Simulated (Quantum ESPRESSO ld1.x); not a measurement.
Values are calculated unless marked as measured or tabulated.
Question: These are the eigenvalues of the occupied orbitals of an atom or ion with whole-number occupations (eV). Code: ld1.x of Quantum ESPRESSO 7.5. Model: scalar-relativistic Kohn-Sham, relativistic LDA (MacDonald-Vosko exchange, VWN5 correlation), spin-unpolarised, spherical densities, point nucleus.

orbital  eigenvalue
1s         -75118.8
2s         -14543.9
2p         -12909.3
3s         -4673.09
3p         -4190.73
3d         -3663.45
4s         -2122.55
4p         -1943.81
4d         -1737.40

Which element is it, and in what charge state? The configuration may be excited.

Answer: Z = 76, osmium, charge +39: Os39+ in [Kr] 4d1. The list shows which subshells hold electrons but not how many an open one holds; the 1s level, -2760.6 hartree, gives Z - s = 74.3 by -(Z - s)^2/2, which with screening and relativity narrows Z to a few neighbours, and the depths of the outer levels then fix element, charge and occupations together.
